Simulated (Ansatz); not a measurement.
`[Au][Au]` + HBr → `[Br][Au]` + `[AuH]` at 400 K and 1 bar (cleavage of the Au–Au bond).

Computed with Ansatz on PBE0-D4/def2-TZVP structures; ΔE is electronic, products minus reactants. CCSD(T)/CBS adds triple-zeta CCSD(T) − MP2 to the extrapolated MP2 energy (def2 sets, frozen cores). def2 core potentials past Kr. For Au, Br outer-core shells are correlated without core-valence functions, which leaves a few kJ/mol of doubt a bond. Scalar relativity is left out up to krypton.

| species | CCSD(T)/CBS energy (Eh) | H − E (kJ/mol) | S (J/(mol·K)) |
| --- | --- | --- | --- |
| `[Au][Au]` | -271.06425 | 15.1 | 281.2 |
| HBr | -2573.91920 | 27.6 | 207.2 |
| `[Br][Au]` | -2708.86234 | 15.2 | 273.9 |
| `[AuH]` | -136.10998 | 25.1 | 219.8 |

H − E and S are ideal-gas, rigid-rotor, harmonic terms from PBE0-D4/def2-TZVP. 1 Eh = 2625.50 kJ/mol, R = 8.31446 J/(mol·K).

Question: By hand: ΔE, ΔH, ΔS and ΔG.

Answer: ΔE = (-2708.86234) + (-136.10998) − (-271.06425) − (-2573.91920) = 0.01113 Eh = 29.2 kJ/mol. Δ(H − E) = 15.2 + 25.1 − 15.1 − 27.6 = -2.4, so ΔH = 26.8 kJ/mol. ΔS = 273.9 + 219.8 − 281.2 − 207.2 = 5.3 J/(mol·K). ΔG = 26.8 − 400 × (5.3)/1000 = 24.7 kJ/mol.

Question: By hand: the equilibrium constant, and the temperature at which ΔG would vanish if ΔH and ΔS stayed fixed.

Answer: log₁₀ K = −ΔG/(RT ln 10) = -3.2. ΔG = 0 at ΔH/ΔS = 5057 K, far beyond where these terms or the molecules hold.

The number of gas molecules stays the same, so ΔS is small and ΔH decides. A doubt of 5 kJ/mol in ΔE shifts log₁₀ K by 0.7 here. These are equilibria of isolated gas molecules and say nothing of rates. Largest T1 diagnostic: 0.027 (customary marks: 0.02 for closed shells, 0.045 for open ones).
